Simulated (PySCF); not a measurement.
## Stationary points of SnF₂

These are results of PBE in PySCF with Sn def2-TZVP with ECP28, F def2-TZVP; scalar-relativistic core potentials, no spin–orbit coupling; density-fitted integrals, not measurements.

Relaxations began from a few typed shapes. The search is not exhaustive: other isomers or separated fragments can lie lower, and high-lying points may rest on an excited occupation.

Order these stationary points by electronic energy, lowest first, in kJ/mol from the lowest minimum.
A. singlet D∞h: Sn–F 2.053 Å (×2); F–Sn–F 180.0°
B. singlet C2v: Sn–F 1.961 Å (×2); F–Sn–F 97.0°

B (0.0), A (123.1).

Which of them are minima?

By energy in kJ/mol, 0.0: minimum; 123.1: saddle point, 2 imaginary modes.

Counting electrons, tin keeps 2 of its valence electrons outside its bonds, so the VSEPR class is AX2E1 and the expected shape is bent (C2v), as computed. The angle of 97° is close to 90°: the heavy centre bonds with nearly pure p orbitals and keeps its lone pair s-like.
